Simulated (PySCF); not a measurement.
Job file and geometry (Å, from GFN2-xTB) of an NMR shielding run on SMILES B(N)B(Cl)N1CCCC1, C₄H₁₁B₂ClN₂, PySCF 2.14.0, density-fitted response routines, GIAO PBE0/pcSseg-1 NMR shielding, non-relativistic, gas phase; density fitting, a coarse starting grid and PySCF grid level 2 are the driver's defaults:

```
$ OMP_NUM_THREADS=1 python probes_run.py task.json out

{"job": {"kind": "nmr", "xc": "PBE0", "basis": "pcSseg-1"}, "charge": 0, "multiplicity": 1}
N      3.808362    -0.132728    -0.390141
B      2.509850    -0.603963    -0.351145
B      1.253296     0.512150    -0.324746
Cl     1.647763     2.244351    -0.366184
N     -0.105790     0.251336    -0.255083
C     -0.713873    -1.068080    -0.215759
C     -2.020862    -0.855136     0.540552
C     -2.475536     0.494218    -0.008827
C     -1.160995     1.260380    -0.178700
H      4.637081    -0.704869    -0.399936
H      4.017903     0.853712    -0.409672
H      2.390956    -1.778142    -0.332633
H     -0.923150    -1.411602    -1.237279
H     -0.045285    -1.783586     0.258691
H     -1.822425    -0.781782     1.610514
H     -2.741918    -1.651040     0.367478
H     -2.963359     0.356931    -0.974552
H     -3.165537     1.010430     0.655277
H     -0.970667     1.914981     0.677623
H     -1.160961     1.883118    -1.078213
```

Q: What does the program print?

A: 
```
coarse grid: 17088 points
cycle   1  E = -777.8785287312  dE =  1.135e+00  |g| = 4.364e-01  |ddm| = 3.960e+00
cycle   2  E = -777.8871215674  dE = -8.593e-03  |g| = 4.338e-01  |ddm| = 7.972e-01
cycle   3  E = -777.9289597889  dE = -4.184e-02  |g| = 8.526e-02  |ddm| = 3.671e-01
cycle   4  E = -777.9304601375  dE = -1.500e-03  |g| = 2.869e-02  |ddm| = 8.684e-02
cycle   5  E = -777.9306410724  dE = -1.809e-04  |g| = 7.445e-03  |ddm| = 2.508e-02
cycle   6  E = -777.9306531064  dE = -1.203e-05  |g| = 2.197e-03  |ddm| = 7.771e-03
cycle   7  E = -777.9306540506  dE = -9.442e-07  |g| = 5.826e-04  |ddm| = 1.957e-03
final grid: 160072 points
cycle   8  E = -777.9767661090  dE = -5.776e-05  |g| = 9.702e-03  |ddm| = 3.570e-02
cycle   9  E = -777.9767524647  dE =  1.364e-05  |g| = 1.241e-02  |ddm| = 1.828e-02
cycle  10  E = -777.9767883033  dE = -3.584e-05  |g| = 1.761e-03  |ddm| = 1.040e-02
cycle  11  E = -777.9767889683  dE = -6.651e-07  |g| = 4.700e-04  |ddm| = 1.611e-03
cycle  12  E = -777.9767890109  dE = -4.259e-08  |g| = 1.127e-04  |ddm| = 3.594e-04
cycle  13  E = -777.9767890133  dE = -2.370e-09  |g| = 4.607e-05  |ddm| = 1.337e-04
cycle  14  E = -777.9767890138  dE = -4.763e-10  |g| = 1.230e-05  |ddm| = 4.402e-05
converged SCF energy = -777.9767890138

GIAO shielding tensors (ppm)
atom      isotropic    diamagn.    paramagn.     s11        s22        s33       span
  0 N      129.634     312.720    -183.087      9.046    160.325    219.530    210.484
  1 B       63.863     197.669    -133.806     24.441     39.063    128.085    103.645
  2 B       65.091     196.040    -130.950     29.086     69.585     96.600     67.514
  3 Cl     835.953    1151.509    -315.556    613.398    861.869   1032.593    419.194
  4 N      105.022     324.392    -219.371    -15.537    145.389    185.212    200.749
  5 C      132.878     243.831    -110.952    103.311    133.583    161.741     58.429
  6 C      155.677     249.954     -94.276    134.462    163.578    168.992     34.530
  7 C      158.454     251.799     -93.345    136.825    167.193    171.344     34.519
  8 C      134.425     243.585    -109.160    103.299    137.601    162.374     59.075
  9 H       26.487      26.853      -0.366     22.109     23.677     33.675     11.565
 10 H       26.250      31.611      -5.361     20.541     27.803     30.407      9.865
 11 H       26.541      31.471      -4.930     24.851     25.370     29.401      4.550
 12 H       28.277      30.582      -2.305     23.074     26.936     34.820     11.746
 13 H       27.369      31.287      -3.918     21.974     27.340     32.793     10.819
 14 H       29.977      31.043      -1.066     25.792     27.711     36.428     10.636
 15 H       29.877      29.393       0.483     25.270     26.973     37.388     12.117
 16 H       29.884      30.281      -0.398     25.013     27.808     36.830     11.817
 17 H       29.730      29.244       0.486     25.248     27.028     36.913     11.665
 18 H       27.955      30.650      -2.695     21.764     29.424     32.676     10.912
 19 H       27.962      29.885      -1.923     22.181     29.019     32.687     10.506
```

Size and cost of the density-fitted run: 215 basis functions, 81 s wall time on 1 thread of an Arm Neoverse N1, shared host; peak memory 1 GiB.
